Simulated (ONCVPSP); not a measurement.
# What one change does to a pseudopotential (sulfur (S), ONCV)

* Element: S
* Generator: ONCVPSP 4.0.1
* Type: optimised norm-conserving Vanderbilt (ONCV)
* Functional: PW91
* Relativity: non-relativistic
* Frozen core: [Ne]
* Valence charge: 6
* Reference configuration: 3s2 3p4
* Partial waves: 3s: rc 1.10 bohr, ncon 3, nbas 7, qcut 6.8 1/bohr, 2 projectors, debl 3.6 Ha; 3p: rc 1.60 bohr, ncon 4, nbas 7, qcut 4.9 1/bohr, 2 projectors, debl 3 Ha; d scattering state at 0.32 Ha: rc 1.30 bohr, ncon 4, nbas 9, qcut 7.6 1/bohr, 2 projectors, debl 1.5 Ha
* Local potential: polynomial inside 0.75 bohr (lpopt 2, dvloc0 0 Ha)
* Core correction: Teter function, fcfact 3.25, rcfact 1.3

Change: s: qcut 9.4; p: qcut 6.8; d: qcut 10.5.

Cutoffs: the cutoffs (Ha) at which the residual kinetic energy of the hardest occupied pseudo-wave falls to 1 and 0.1 mHa per electron; they do not see the model core or the augmentation charge, which bear on the density cutoff. Errors are all-electron minus pseudo energies relative to the spin-unpolarised reference configuration.

Predict the effect on cutoff, ghosts and configuration errors.

The potential gets neither clearly harder nor softer (20 Ha and 105 Ha → 28 Ha and 102 Ha); both files keep a bound ghost (s); of the 4 tests that both files solve, the error grows in 3 and shrinks in 0 by more than 15 % and 0.3 meV (median size 5.3 → 6.4 meV).

```csv
quantity,base,changed
"cutoff, loose",20 Ha,28 Ha
"cutoff, tight",105 Ha,102 Ha
loose cutoff by channel,"s 20 Ha, p 6.0 Ha","s 28 Ha, p 11 Ha"
bound ghosts,s,s
GHOST(+) flags under 300 eV,none,none
"error for 3s2 3p3, meV [ΔE 11.83 eV]",+1.0,+1.3
"error for 3s2 3p2, meV [ΔE 34.19 eV]",+9.5,+11
"error for 3s2 3p1, meV [ΔE 68.32 eV]",+40,+49
"error for 3s2 3p3.5, meV [ΔE 4.69 eV]",+0.2,+0.2
s: phases at 1.12 bohr within 0.05 rad from the reference energy up to (Ha; the scan ends near 5),to the end of the scan,to the end of the scan
p: phases at 1.62 bohr within 0.05 rad from the reference energy up to (Ha; the scan ends near 5),4.9,4.9
d: phases at 1.32 bohr within 0.05 rad from the reference energy up to (Ha; the scan ends near 5),to the end of the scan,to the end of the scan
"rms error of d²Exc/dni dnj with the model core, mHa",0.31,0.25
```

 A true bound ghost makes a file unfit for plane-wave use even where its test errors are small: the radial tests pick states by their node count and pass the ghost by.
